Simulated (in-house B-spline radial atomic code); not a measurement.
# One electron outside the 1s2 core: Nd⁵⁷⁺

Computed with an all-electron radial atomic-structure program (B-spline basis), no-pair Dirac-Coulomb Hamiltonian, finite nucleus. Rungs: frozen-core Dirac-Hartree-Fock (DHF); Brueckner orbitals from the second-order correlation potential; the same with the Coulomb interaction screened by the core and the hole-particle interaction summed; Breit and QED terms from differences of relaxed Dirac-Fock atoms, where computed. Partial waves beyond l = 6 are extrapolated. The tables show a selection of states; those near core-excited levels, with erratic corrections or far from their DHF start are never shown.

Command:
```bash
python run_mb.py task.json out
```
Settings (nuclear radius in fm, box in bohr, cutoff in hartree):
```
basis_form          2
Z                   60
core_configuration  1s2
rms_radius          4.9123
mass_number         142
speed_of_light      137.036
box_radius          3.641
lmax                6
intervals           58
virtual_cutoff      7200.0
```

Run time, properties included: 3.9 s on 1 thread of AMD EPYC 9R45 96-Core Processor (shared host).

Removal energies (eV):

```csv
state,DHF,second order,screened,Breit + QED,final
2s1/2,12358.5,12358.7,12358.7,-17.2,12341.5
2p1/2,12217.9,12218.4,12218.4,-16.2,12202.2
2p3/2,11619.1,11619.4,11619.4,-7.01,11612.4
3s1/2,5393.85,5393.9,5393.9,-5.07,5388.83
3p1/2,5355.06,5355.18,5355.18,-4.49,5350.69
3p3/2,5177.16,5177.25,5177.25,-2.03,5175.22
3d3/2,5163.91,5163.95,5163.95,-0.15,5163.8
3d5/2,5111.59,5111.63,5111.63,-0.152,5111.48
4s1/2,2998.02,2998.04,2998.04,-,-
4p1/2,2982.16,2982.21,2982.21,-,-
4p3/2,2907.47,2907.51,2907.51,-,-
4d3/2,2901.94,?,?,?,?
4d5/2,2879.78,2879.79,2879.79,-0.0755,2879.72
4f5/2,2879.48,?,?,?,?
```

Q: What does correlation do to 4d3/2?

A: It adds 0.01722 eV to the removal energy in second order and 0.01736 eV with screening; Breit and QED add -0.09 eV, for a final 2901.87 eV.

Q: What does correlation do to 4f5/2?

A: It adds 0.003381 eV to the removal energy in second order and 0.003406 eV with screening, giving 2879.49 eV before Breit and QED terms, which weren't computed for this state.

Q: How does the lowest state compare with the NIST ionisation energy?

A: 2s1/2 is bound by 12341.5 eV, without recoil; NIST lists 12341.66 ± 0.07 eV (tabulated theory), a difference of -0.13 eV.

Electric-dipole lines from 2s1/2 (reduced matrix elements in atomic units, length form, static core polarisation, sign of DHF taken positive):

```
upper      DHF  + core polarisation  + Brueckner  λ (nm)   A (s⁻¹)
2p1/2    0.067              0.06693      0.06693  8.9005  6.44e+09
2p3/2  0.09944              0.09935      0.09935  1.7004  1.02e+12
```

Magnetic hyperfine constants per unit nuclear g factor (MHz, nucleus as a uniformly magnetised ball; they apply to isotopes with nuclear spin):

```
state        DHF  + core polarisation  + Brueckner
2s1/2  9.843e+06            9.965e+06    9.966e+06
2p1/2  3.193e+06            3.221e+06    3.221e+06
2p3/2     447600               426700       426700
3s1/2  2.896e+06            2.929e+06    2.929e+06
3p1/2     961800               968000       968100
3p3/2     135700               130900       130900
```
